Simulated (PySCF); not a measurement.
## Calculated data, CH4BClGe

Computed with PySCF 2.14.0. Calculation on a computer-drawn molecule: the log of a Hartree-Fock and frozen-core CCSD(T) single point meant for a local Hartree-Fock minimum, with one planted fault or none, to be diagnosed. Offsets are logged minus clean, where the clean run is the same molecule without the fault. The reference is restricted for singlets and unrestricted otherwise, and also for a bond in bohr or an excited solution. Adding or removing an electron swaps singlet and doublet. The excited solution moves the top pair (singlet) or top alpha electron (doublet) to the lowest empty orbital. Highest occupied and lowest empty are orbital energies over both spins, largest force is the largest gradient component, triples share is (T) over the correlation energy, the T1 limit is 0.02 restricted and 0.045 unrestricted, electrons count all cores, a negative frequency is imaginary (commonest isotopes), and the dipole is about the centre of nuclear charge; on germanium a core potential holds 10 electrons, which the energies leave out, and 3d is frozen in MP2 and coupled-cluster steps.

```json
{"formula": "CH4BClGe", "logged_structure": {"atoms_angstrom": [["C", -0.7469, 1.7272, 0.0196], ["B", -1.2666, 2.0728, -1.3892], ["Cl", -0.7579, 3.6092, -2.088], ["Ge", -2.4224, 0.9552, -2.6976], ["H", 0.2962, 1.478, -0.0674], ["H", -0.8079, 2.57, 0.6788], ["H", -1.2434, 0.8928, 0.4701], ["H", -3.7202, 1.6042, -2.143]]}, "given": {"meant_charge": 0, "meant_multiplicity": 1, "meant_basis": "cc-pV(D+d)Z", "meant_basis_and_core_potential_on_germanium": "cc-pVDZ-PP ECP10MDF", "logged_electrons": 64, "logged_basis_functions": 94, "logged_SCF_converged": "yes", "logged_spin_squared": 0.0, "logged_highest_occupied [eV]": -8.5988, "logged_lowest_empty [eV]": 0.42813, "logged_largest_force [hartree/bohr]": 0.015703, "logged_T1_diagnostic": 0.013715, "logged_D1_diagnostic": 0.046119, "logged_triples_share": 0.028747, "logged_CC_converged": "yes", "logged_dipole_magnitude [debye]": 1.6918, "logged_SCF_stable_within_its_kind": "yes", "logged_energy_HF [hartree]": -817.77144, "logged_energy_CCSD(T) [hartree]": -818.27695, "possible_faults": "no fault, one electron removed, one electron added, multiplicity raised by two, geometry at a saddle point, SCF held on an excited solution, minimal basis STO-3G, one bond length entered in bohr, all coordinates scaled", "drawn_bonds_atom": [1, 2, 2, 1, 1, 1, 4], "drawn_bonds_other_atom": [2, 3, 4, 5, 6, 7, 8], "drawn_bonds_order": [1, 1, 1, 1, 1, 1, 1]}, "results": {"planted_fault": "all coordinates scaled, by -2.0 %", "HF_energy_offset_from_clean_run [kcal/mol]": 1.766, "CCSD(T)_energy_offset_from_clean_run [kcal/mol]": 2.694}}
```
